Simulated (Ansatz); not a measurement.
`C[CH](C)[SbH2]` + CH₃SH → `C[S][SbH2]` + propane at 298.15 K and 1 bar (ligand exchange at the Sb–C bond).

Gas-phase electronic energies from Ansatz, PBE0-D4/def2-TZVP geometries. CCSD(T)/CBS adds triple-zeta CCSD(T) − MP2 to the extrapolated MP2 energy (def2 sets, frozen cores). This one scheme is used for every species. Elements past krypton have def2 core potentials. For Sb outer-core shells are correlated without core-valence functions, which leaves a few kJ/mol of doubt a bond.

| species | CCSD(T)/CBS energy (Eh) | H − E (kJ/mol) | S (J/(mol·K)) |
| --- | --- | --- | --- |
| `C[CH](C)[SbH2]` | -359.57575 | 300.7 | 344.2 |
| CH₃SH | -438.22835 | 133.0 | 253.2 |
| `C[S][SbH2]` | -678.84952 | 155.5 | 339.3 |
| `CCC` | -118.98051 | 285.9 | 268.4 |

H − E and S are ideal-gas, rigid-rotor, harmonic terms from PBE0-D4/def2-TZVP, for one conformer and one mirror image of each species. 1 Eh = 2625.50 kJ/mol, R = 8.31446 J/(mol·K).

**Question.** By hand: ΔE, ΔH, ΔS and ΔG.

**Answer.** ΔE = (-678.84952) + (-118.98051) − (-359.57575) − (-438.22835) = -0.02593 Eh = -68.1 kJ/mol. Δ(H − E) = 155.5 + 285.9 − 300.7 − 133.0 = 7.7, so ΔH = -60.4 kJ/mol. ΔS = 339.3 + 268.4 − 344.2 − 253.2 = 10.3 J/(mol·K). ΔG = -60.4 − 298.15 × (10.3)/1000 = -63.5 kJ/mol.

**Question.** By hand: the equilibrium constant, and the temperature at which ΔG would vanish if ΔH and ΔS stayed fixed.

**Answer.** log₁₀ K = −ΔG/(RT ln 10) = 11.1. ΔH and −TΔS have one sign here, so there is no such temperature.

The number of gas molecules stays the same, so ΔS is small and ΔH decides. A doubt of 5 kJ/mol in ΔE shifts log₁₀ K by 0.9 here. Other conformers and mirror images would add mixing entropy, several J/(mol·K) or more a flexible species. Modes under 60 cm⁻¹, often nearly free rotors, make the harmonic entropy too high. These are equilibria of isolated gas molecules and say nothing of rates. Largest T1 diagnostic: 0.013 (customary marks: 0.02 for closed shells, 0.045 for open ones).

ΔS is within the doubt of such terms, so its sign, and with it that verdict, could turn.
